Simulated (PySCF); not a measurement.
Molfile (atoms numbered from 1):
```
C3H6FNSi
     RDKit          3D

 12 11  0  0  0  0  0  0  0  0999 V2000
    2.1164   -0.9269   -0.3794 C   0  0  0  0  0  0  0  0  0  0  0  0
    0.9235   -0.5486   -0.1658 N   0  0  0  0  0  0  0  0  0  0  0  0
    0.6235    0.8109   -0.1013 C   0  0  0  0  0  0  0  0  0  0  0  0
   -0.6558    1.1473    0.1239 C   0  0  0  0  0  0  0  0  0  0  0  0
   -1.8663   -0.2649    0.3246 Si  0  0  0  0  0  4  0  0  0  0  0  0
   -3.3311    0.4166    0.5755 F   0  0  0  0  0  0  0  0  0  0  0  0
    2.3445   -1.9993   -0.4258 H   0  0  0  0  0  0  0  0  0  0  0  0
    2.9548   -0.2187   -0.5210 H   0  0  0  0  0  0  0  0  0  0  0  0
    1.4387    1.5420   -0.2373 H   0  0  0  0  0  0  0  0  0  0  0  0
   -0.9472    2.2005    0.1817 H   0  0  0  0  0  0  0  0  0  0  0  0
   -1.9879   -1.0899   -0.9072 H   0  0  0  0  0  0  0  0  0  0  0  0
   -1.5738   -1.0974    1.5221 H   0  0  0  0  0  0  0  0  0  0  0  0
  1  2  2  0
  2  3  1  0
  3  4  2  0
  4  5  1  0
  5  6  1  0
  1  7  1  0
  1  8  1  0
  3  9  1  0
  4 10  1  0
  5 11  1  0
  5 12  1  0
M  END
```

Geometry: PBE0-D3(BJ)/def2-SVP; GIAO shifts from PySCF, gas phase, non-relativistic, averaged over equivalent atoms.

At PBE/pcSseg-1 (139 basis functions, 17 s wall time on 1 thread of an Arm Neoverse V1, shared host):
```tsv
atoms	δ (ppm)
C3	160.6
C1	155.7
C4	143.2
N2	393.2
Si5	-10.9
F6	-231.6
H8	7.29
H7	7.17
H9	6.94
H10	6.32
H11/H12	5.73
```

Chemical shifts δ = σref − σ; 13C (180.03 ppm) and 29Si (334.61 ppm) and 1H (31.20 ppm) against TMS; 15N (265.06 ppm) vs NH3; CFCl3 for 19F (144.73 ppm), all at this level.

Q: What do these become at BHandHLYP/pcSseg-1?

A: 
```
  atoms  δ at BHandHLYP/pcSseg-1  change
     C3                    164.3    +3.7
     C1                    160.1    +4.4
     C4                    141.9    -1.3
     N2                    403.0    +9.8
    Si5                    -16.8    -5.9
     F6                   -190.9   +40.7
     H8                     7.20   -0.09
     H7                     7.22   +0.05
     H9                     7.03   +0.09
    H10                     6.14   -0.18
H11/H12                     5.15   -0.58
```

Shifts are taken against calculated references (same method and geometry level): 13C (σref 183.98) and 29Si (σref 358.43) and 1H (σref 31.44) vs TMS; 15N (σref 265.03) against NH3; 19F (σref 204.31) vs CFCl3.

The largest change is at F6 (fluorine bonded to Si). Cost: 139 basis functions, 11 s wall time on 1 thread of an Arm Neoverse V1, shared host. The order of the carbon signals is the same at both levels.

Unscaled 19F shifts against computed CFCl3 carry errors that often reach 10 to 50 ppm. Experimental scales use liquid or dissolved standards, which lie at an offset from isolated NH3 (liquid NH3: subtract about 20 ppm). Unscaled 15N shifts of sp2 nitrogen often come out too high even then, by a few to some tens of ppm.
